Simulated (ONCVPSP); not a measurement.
Configuration tests for Ti (ONCV)

```
Element                 : Ti
Generator               : ONCVPSP 4.0.1
Type                    : optimised norm-conserving Vanderbilt (ONCV)
Functional              : LDA (Perdew-Wang 92)
Relativity              : scalar-relativistic
Frozen core             : [Ne]
Valence charge          : 12
Reference configuration : 3s2 3p6 3d2 4s2
Partial waves           : 3s+4s: rc 1.45 bohr, ncon 4, nbas 9, qcut 10.5 1/bohr, 2 projectors; 3p: rc 1.60 bohr, ncon 3, nbas 6, qcut 8.1 1/bohr, 2 projectors, debl 1 Ha; 3d: rc 2.20 bohr, ncon 4, nbas 9, qcut 8.6 1/bohr, 2 projectors, debl 1.9 Ha
Local potential         : polynomial inside 1.35 bohr (lpopt 1, dvloc0 6 Ha)
Core correction         : Teter function, fcfact 3.7, rcfact 1.1
```

In the p channel the program set the typed energies aside and used -1.426, 0.250 Ha.

Energies are relative to the spin-unpolarised reference configuration 3s2 3p6 3d2 4s2; without spin polarisation the order of configurations can differ from experiment.

| valence configuration | charge | ΔE all-electron (eV) | error AE − PS (meV) |
| --- | --- | --- | --- |
| 3s2 3p6 3d2 4s0 | +2 | 21.322 | +1.9 |
| 3s2 3p6 3d1 4s0 | +3 | 48.515 | +104 |
| 3s2 3p6 3d1 4s2 | +1 | 9.983 | +99 |

Question: What are ΔE and the potential's error for 3s2 3p6 3d2 4s1?

Answer: ΔE = 7.529 eV all-electron; the error (AE − PS) is +0.3 meV.
